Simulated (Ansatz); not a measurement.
`[GeH2][I]` radical, relaxed with UKS PBE-D4/def2-SVP in Ansatz from a rough embedded geometry. The force threshold is 0.03 eV/Å; the program also tests the step.

Charge 0, multiplicity 2. I: def2 effective core potential.

Start:

```xyz
4

Ge    0.218    0.296    0.388
I    -1.037   -1.864    0.423
H     1.545    0.166   -0.517
H    -0.726    1.402   -0.293
```

Problem. How much energy does the relaxation release, and in how many steps? (An estimate is asked.)

Solution. Ansatz gave: 0.04 eV, in 3 steps.

Problem. Which bonds change most? (Best estimate.)

Solution. Ansatz gave: Ge1–H3 from 1.611 to 1.567 Å; Ge1–I2 from 2.498 to 2.542 Å; Ge1–H4 from 1.607 to 1.567 Å.

Problem. Give the relaxed structure. (Estimate.)

Solution. The calculation gave: 
```xyz
4

Ge    0.231    0.343    0.383
I    -1.019   -1.870    0.408
H     1.507    0.134   -0.503
H    -0.719    1.393   -0.287
```
